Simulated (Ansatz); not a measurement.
Stepwise reaction of `NB(N)F` with water, as a gas-phase model of exchange steps in deposition or etching. ΔE in kJ/mol; ΔG adds harmonic PBE0-D4 terms to CCSD(T)/CBS, at 1 bar.

Isolated molecules relaxed with PBE0-D4/def2-TZVP in Ansatz; ΔE leaves out vibrations. CBS: MP2 limit from def2 TZ/QZ plus the TZ coupled-cluster correction, frozen cores. This one scheme is used for every species. DFT in def2-TZVPP. B3LYP here is the variant with VWN-RPA as its local correlation; programs differ in this. One conformer a species, not always the lowest.

| step | reaction | PBE-D4 | B3LYP-D4 | ωB97M-V | CCSD(T)/CBS | ΔG(600 K) |
| --- | --- | --- | --- | --- | --- | --- |
| 1 | `NB(N)F` + H₂O → `NB(O)F` + NH₃ | -22.9 | -24.2 | -24.4 | -22.5 | -19.6 |
| 2 | `NB(O)F` + H₂O → `OB(O)F` + NH₃ | -29.8 | -31.5 | -32.1 | -29.5 | -24.4 |

(1) By hand: ΔE of the 2 steps together at CCSD(T)/CBS.

Answers

(1) (-22.5) + (-29.5) = -52.0 kJ/mol, or -26.0 kJ/mol a step.

In ΔE each step is lower than the one before. All are downhill at CCSD(T)/CBS. ΔG lies between -24.4 and -19.6 kJ/mol a step. PBE-D4 differs from CCSD(T)/CBS by -0.4 to -0.3 kJ/mol a step. Isolated molecules leave out the surface, adducts and barriers. Largest T1 diagnostic: 0.012.
